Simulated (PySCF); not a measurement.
A series of related molecules.

All values: wB97X-D/def2-SVPD (PySCF) at GFN2-xTB geometries, gas phase, one conformer each. Core orbitals are frozen in the response; Δα² is half the sum of the squared differences of the principal polarisabilities.

Question: Rank by HOMO–LUMO gap, lowest first.
A. `F[Si]([SiH3])([SiH3])N[SiH3]`
B. `C[Si@@](F)([SiH3])N[SiH3]`
C. `F[Si]([SiH3])(N[SiH3])N[SiH3]`
D. `[SiH3]N[SiH]([SiH3])[SiH3]`

Answer: A (9.44 eV), D (9.75 eV), B (10.41 eV), C (10.85 eV).

Question: Rank by mean static polarisability, highest first.
A. `F[Si@@](C)(N[SiH3])[SiH3]`
B. `[SiH3]N[SiH]([SiH3])[SiH3]`
C. `N([Si]([SiH3])(F)N[SiH3])[SiH3]`
D. `N[Si](F)([SiH3])[SiH3]`
E. `F[Si@H]([SiH3])N[SiH3]`
F. `N(C)[Si]([SiH3])(F)[SiH3]`

Answer: B (17.93 Å³), C (17.64 Å³), F (15.81 Å³), A (14.68 Å³), D (14.09 Å³), E (12.92 Å³).

Question: Rank by HOMO energy, lowest first.
A. `F[Si@H]([SiH3])N[SiH3]`
B. `C[Si@@](F)([SiH3])N[SiH3]`
C. `[SiH3][Si]([SiH3])(F)NC`
D. `N[Si](F)([SiH3])[SiH3]`

Answer: A (-9.40 eV), B (-9.16 eV), D (-9.02 eV), C (-8.74 eV).

All values together:

```json
{"SMILES": "F[Si]([SiH3])([SiH3])N[SiH3]", "change": "parent", "formula": "FH10NSi4", "μ (D)": "1.15", "HOMO (eV)": "-8.90", "LUMO (eV)": "0.54", "α (Å³)": "17.52", "Δα (Å³)": "4.25", "electrons": "82", "α per electron (Å³)": "0.214"}
{"SMILES": "[SiH3]N[SiH]([SiH3])[SiH3]", "change": "terminal F group replaced by H", "formula": "H11NSi4", "μ (D)": "1.06", "HOMO (eV)": "-8.84", "LUMO (eV)": "0.91", "α (Å³)": "17.93", "Δα (Å³)": "3.77", "electrons": "74", "α per electron (Å³)": "0.242"}
{"SMILES": "N[Si](F)([SiH3])[SiH3]", "change": "terminal Si group replaced by H", "formula": "FH8NSi3", "μ (D)": "2.08", "HOMO (eV)": "-9.02", "LUMO (eV)": "0.76", "α (Å³)": "14.09", "Δα (Å³)": "4.66", "electrons": "66", "α per electron (Å³)": "0.213"}
{"SMILES": "F[Si@H]([SiH3])N[SiH3]", "change": "terminal Si group replaced by H", "formula": "FH8NSi3", "μ (D)": "1.37", "HOMO (eV)": "-9.40", "LUMO (eV)": "0.96", "α (Å³)": "12.92", "Δα (Å³)": "2.94", "electrons": "66", "α per electron (Å³)": "0.196"}
{"SMILES": "F[Si]([SiH3])(N[SiH3])N[SiH3]", "change": "NH inserted into a Si-Si bond", "formula": "FH11N2Si4", "μ (D)": "2.19", "HOMO (eV)": "-9.48", "LUMO (eV)": "1.37", "α (Å³)": "17.64", "Δα (Å³)": "4.55", "electrons": "90", "α per electron (Å³)": "0.196"}
{"SMILES": "CN[Si](F)([SiH3])[SiH3]", "change": "Si replaced by C", "formula": "CH10FNSi3", "μ (D)": "2.13", "HOMO (eV)": "-8.74", "LUMO (eV)": "0.66", "α (Å³)": "15.81", "Δα (Å³)": "4.70", "electrons": "74", "α per electron (Å³)": "0.214"}
{"SMILES": "C[Si@@](F)([SiH3])N[SiH3]", "change": "Si replaced by C", "formula": "CH10FNSi3", "μ (D)": "1.30", "HOMO (eV)": "-9.16", "LUMO (eV)": "1.25", "α (Å³)": "14.68", "Δα (Å³)": "2.73", "electrons": "74", "α per electron (Å³)": "0.198"}
```

Conformers: `[F:1][Si:2]([SiH3:3])([SiH3:4])[NH:5][SiH3:6]` with F1–Si2–N5–Si6 180°; `[SiH3:1][NH:2][SiH:3]([SiH3:4])[SiH3:5]` with Si1–N2–Si3–Si4 -66°; `[NH2:1][Si:2]([F:3])([SiH3:4])[SiH3:5]` with H–N1–Si2–F3 -39° and 180°; `[F:1][Si@H:2]([SiH3:3])[NH:4][SiH3:5]` with F1–Si2–N4–Si5 179°; `[F:1][Si:2]([SiH3:3])([NH:4][SiH3:5])[NH:6][SiH3:7]` with F1–Si2–N4–Si5 -76°, F1–Si2–N6–Si7 51°; `[CH3:1][NH:2][Si:3]([F:4])([SiH3:5])[SiH3:6]` with C1–N2–Si3–F4 -56°; `[CH3:1][Si@@:2]([F:3])([SiH3:4])[NH:5][SiH3:6]` with C1–Si2–N5–Si6 -87°.

Question: Give the shifts from the parent, `F[Si]([SiH3])([SiH3])N[SiH3]`.

Answer: 
```tsv
SMILES	change in μ (D)	change in HOMO (eV)	change in LUMO (eV)	change in mean α (Å³)
[SiH3]N[SiH]([SiH3])[SiH3]	-0.09	+0.06	+0.37	+0.41
N[Si](F)([SiH3])[SiH3]	+0.93	-0.12	+0.22	-3.43
F[Si@H]([SiH3])N[SiH3]	+0.22	-0.50	+0.42	-4.60
F[Si]([SiH3])(N[SiH3])N[SiH3]	+1.04	-0.58	+0.83	+0.12
CN[Si](F)([SiH3])[SiH3]	+0.98	+0.16	+0.12	-1.71
C[Si@@](F)([SiH3])N[SiH3]	+0.15	-0.26	+0.71	-2.84
```

Question: How closely does the mean polarisability follow the number of electrons in this set?

Answer: The correlation coefficient is 0.79; α per electron runs from 0.196 to 0.242 Å³.
